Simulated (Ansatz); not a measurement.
Reaction (redistribution): `B[SiH2][B](O)[AlH2]` + `O[SiH2][AlH2]` → `B[SiH2]BO` + `[AlH2][O][SiH2][AlH2]`

Gas-phase electronic energies from Ansatz, PBE0-D4/def2-TZVP geometries. CCSD(T)/CBS adds triple-zeta CCSD(T) − MP2 to the extrapolated MP2 energy (def2 sets, frozen cores). Functionals use def2-TZVPP. One conformer a species, not always the lowest.

`B[SiH2][B](O)[AlH2]`:

Z-matrix (Å, degrees):
```
Si
B 1 2.093
B 1 1.957 2 109.4
Al 1 2.878 2 46.9 3 120.1
H 1 1.488 2 110.1 3 -134.1
H 1 1.533 2 95.0 3 117.7
O 2 1.338 1 130.8 3 60.9
H 3 1.197 1 119.2 2 -95.2
H 3 1.194 1 121.2 2 75.0
H 4 1.592 1 106.7 2 -112.8
H 4 1.590 1 107.0 2 115.1
H 7 0.961 2 116.1 1 -2.4
```

`O[SiH2][AlH2]`:

Z-matrix (Å, degrees):
```
Si
Al 1 2.460
O 1 1.661 2 109.0
H 1 1.499 2 111.1 3 122.0
H 1 1.498 2 111.2 3 -122.0
H 2 1.591 1 118.5 3 179.3
H 2 1.588 1 122.5 3 -0.7
H 3 0.959 1 117.0 2 180.0
```

`B[SiH2]BO`:

```xyz
10

B    -1.485    0.262   -1.127
Si    0.038   -0.796   -0.389
B     1.168    0.572    0.629
O     1.190    0.637    1.976
H    -2.504    0.392   -0.515
H    -1.374    0.863   -2.155
H    -0.404   -1.865    0.561
H     0.880   -1.419   -1.450
H     1.846    1.380    0.058
H     0.646   -0.025    2.412
```

`[AlH2][O][SiH2][AlH2]`:

```xyz
10

Al   -1.853    1.666    0.483
O    -0.854    0.316    0.468
Si    0.118   -0.998    0.465
Al    2.000   -0.745   -1.109
H    -1.490    2.848    1.466
H    -3.096    1.682   -0.494
H    -0.690   -2.211    0.126
H     0.625   -1.240    1.852
H     3.085   -1.896   -1.275
H     2.154    0.578   -1.982
```

```json
{"level": "PBE-D4", "ΔE (kJ/mol)": "-163.8"}
{"level": "r2SCAN-D4", "ΔE (kJ/mol)": "-188.0"}
```

Task: What does CCSD(T)/CBS give? (Estimate.)

Result: The calculation gave: -206.2 kJ/mol. The listed levels differ from it by 42.4, 18.2 kJ/mol.

Largest T1 diagnostic among the species: 0.020, so the coupled-cluster value is less sure than usual.

From PBE to PBE0 (25 % exact exchange), in def2-TZVPP and without D4, ΔE moves by −16.9 kJ/mol. In def2-TZVPP, CCSD(T) changes the Hartree–Fock value by +46.4 kJ/mol (the triples alone add +8.6 kJ/mol) and MP2 by +34.9 kJ/mol. The D4 term adds +3.5 kJ/mol with B3LYP and +1.9 kJ/mol with PBE0; it sums over pairs of atoms, weighted by their polarisabilities, and B3LYP, whose exchange is more repulsive, gets the larger term.

B3LYP here is the variant with VWN-RPA as its local correlation; programs differ in this.
